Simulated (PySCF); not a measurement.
GeFI, SMILES [Ge]([F])[I] (connectivity only; charge and spin as stated), neutral, multiplicity 1.

Coordinates come from a B3LYP-D3(BJ)/def2-TZVP optimisation. The def2 effective core potentials stand for the cores of I; spin–orbit coupling is left out.

Computed with HF/def2-TZVPD (PySCF).

Gas-phase values at a fixed geometry.

Task: Estimate the frontier levels, gap, dipole moment and polarisability. (An estimate is asked for; the answer gives what the named calculation found.)

Result: 
The highest occupied level is -9.99 eV and the lowest empty level is -0.22 eV. The orbital gap is 9.77 eV, the dipole moment comes out as 2.41 D and the quadrupole, principal values (traceless, Buckingham form, about the centre of nuclear charge) comes out as -9.22, 4.48, 4.74 D·Å. The mean static polarisability is 68.1 bohr³ (10.10 Å³) and the polarisability, principal values is 53.9, 55.2, 95.3 bohr³.
